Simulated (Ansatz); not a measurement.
Ideal-gas functions of `[CH3][Zn][Br]` at 400 K and 1 bar, from an Ansatz frequency run at PBE0-D4/def2-TZVP.

Molar mass 160.33 g/mol, point group C3v (symmetry number 3), electronic degeneracy 1, moments of inertia 3.17, 326.779, 326.779 u Å². Harmonic wavenumbers (cm⁻¹, unscaled): 111, 111, 287, 584, 707, 707, 1200, 1447, 1447, 3058, 3149, 3149.

Use S(trans) = R[1.5 ln M + 2.5 ln T − 1.1517]; rotational temperatures θ = 24.2544 K / I; S(rot) = R[ln(√π/σ · √(T³/θAθBθC)) + 1.5]; for each mode x = 1.438777 ν̃/T, S = R[x/(eˣ − 1) − ln(1 − e⁻ˣ)] and H = RT x/(eˣ − 1); 1 cm⁻¹ = 0.0119627 kJ/mol; R = 8.31446 J/(mol·K).

Problem. By hand: the entropy, in J/(mol·K).

Solution. Translation 178.3. Rotation: θ = 7.6512, 0.0742, 0.0742 K, giving 96.0. Vibration, mode by mode: 16.00, 16.00, 8.41, 3.52, 2.49, 2.49, 0.60, 0.28, 0.28, 0.00, 0.00, 0.00, in all 50.1. Electronic 0.0. Sum 324.4 J/(mol·K).

Problem. By hand: H − E and G − E in kJ/mol, counted from the electronic energy.

Solution. Zero-point energy ½ × 15957 × 0.0119627 = 95.4; thermal vibration 10.1; translation, rotation and pV give 4 RT = 13.3. H − E = 118.8 kJ/mol, and G − E = 118.8 − 400 × 324.4/1000 = -11.0 kJ/mol.

Vibration gives 15 % of the entropy, 32.0 J/(mol·K) of it from the modes under 150 cm⁻¹: soft modes count most, and the harmonic formula is weakest for them.
